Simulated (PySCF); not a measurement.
C2H8SeSi. Atoms are numbered in the order given.

```xyz
12

Si     0.9331    -0.4172     0.0000
C      1.7574     0.2657    -1.5553
C      1.7574     0.2657     1.5553
Se    -1.3406     0.0184     0.0000
H      0.9745    -1.9226     0.0000
H      1.6772     1.3715    -1.5870
H      1.2765    -0.1405    -2.4668
H      2.8349    -0.0013    -1.5750
H      1.2765    -0.1405     2.4668
H      1.6772     1.3715     1.5870
H      2.8349    -0.0013     1.5750
H     -1.1240     1.4894     0.0000
```
Charge 0, spin multiplicity 1.

Geometry optimised at PBE-D3(BJ)/def2-SVP. Other conformers were not sampled.

Computed with PBE-D3(BJ)/def2-SVP run with PySCF.

Frequencies are harmonic and unscaled.

```tsv
mode	ν (cm⁻¹)	IR (km/mol)	moving atoms (share of kinetic energy)
1	134	1.9	H 60 %, C 27 %, Si 9 %
2	156	0.2	H 99 %
3	159	0.3	H 73 %, C 16 %
4	178	0.5	H 58 %, C 30 %, Se 10 %
5	180	7.9	H 62 %, C 18 %, Si 10 %, Se 9 %
6	213	1.7	H 36 %, Si 33 %, C 30 %
7	360	13.9	Si 54 %, Se 28 %, H 11 %
8	557	16.6	H 97 %
9	599	4.4	H 94 %
10	641	17.4	C 54 %, H 26 %, Si 20 %
11	676	3.4	H 56 %, C 33 %, Si 11 %
12	743	2.5	H 85 %
13	746	31.9	H 46 %, C 29 %, Si 26 %
14	832	63.1	H 66 %, C 23 %, Si 10 %
15	854	177.5	H 76 %, C 14 %, Si 10 %
16	866	88.8	H 80 %, C 11 %, Si 9 %
17	1209	26.3	H 78 %, C 22 %
18	1216	10.0	H 80 %, C 20 %
19	1373	1.9	H 96 %
20	1376	0.9	H 96 %
21	1381	6.5	H 96 %
22	1389	5.7	H 96 %
23	2155	106.5	H 97 %
24	2348	17.3	H 99 %
25	2971	2.0	H 97 %
26	2972	4.8	H 97 %
27	3068	0.0	H 91 %, C 9 %
28	3069	7.8	H 91 %, C 9 %
29	3087	2.7	H 91 %, C 9 %
30	3087	0.8	H 91 %, C 9 %
```
